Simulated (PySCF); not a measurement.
²⁹Si chemical shifts

Calculated, not measured (PySCF 2.14): PBE0/pcSseg-1 with gauge-including orbitals, GFN2-xTB structure. Single conformer, non-relativistic, one averaged value for each set of equivalent atoms, no solvent.

Shieldings were converted by a linear fit to measured shifts: ²⁹Si: δ = 279.94 − 0.822σ (rms 8.9 ppm, 72 shifts, 25.8 ppm with the 6 outliers that the fit left out vs TMS, solution or neat liquid). A few per cent of atoms miss by over 2 rms, more outside the fitted compound classes.

Task: Give the ²⁹Si shifts of `C#C[C@@H]1C[SiH2]OC[C@H]1C#N`, `CO[C@@H]([SiH3])C(=C=O)C=O`, `O=Cc1ccc(N[SiH3])cc1`, `C#C[SiH2]Cc1ncoc1C`, `CC(=O)O[SiH2]F`.

Result: 
| compound | environment | δ (ppm) |
| --- | --- | --- |
| C#C[C@@H]1C[SiH2]OC[C@H]1C#N | silicon bonded to C, O, 2 H, in a 6-membered ring | -24.9 |
| CO[C@@H]([SiH3])C(=C=O)C=O | silicon bonded to C, 3 H | -60.9 |
| O=Cc1ccc(N[SiH3])cc1 | silicon bonded to N, 3 H | -59.4 |
| C#C[SiH2]Cc1ncoc1C | silicon bonded to 2 C, 2 H | -60.6 |
| CC(=O)O[SiH2]F | silicon bonded to F, O, 2 H | -21.3 |

Task: Match the shifts -4.9, -26.5, -59.2, -69.7 ppm to `C=C1C=C(C(=O)[SiH2]N)C1=C`, `C[Si](O)(O)c1ccco1`, `[SiH3]CCc1nccs1`, `N#CC[Si@H](Cl)CC1CCC1`.

Result: -4.9: N#CC[Si@H](Cl)CC1CCC1 (silicon bonded to 2 C, Cl, H); -26.5: C[Si](O)(O)c1ccco1 (silicon bonded to 2 C, 2 O); -59.2: C=C1C=C(C(=O)[SiH2]N)C1=C (silicon bonded to C, N, 2 H); -69.7: [SiH3]CCc1nccs1 (silicon bonded to C, 3 H).
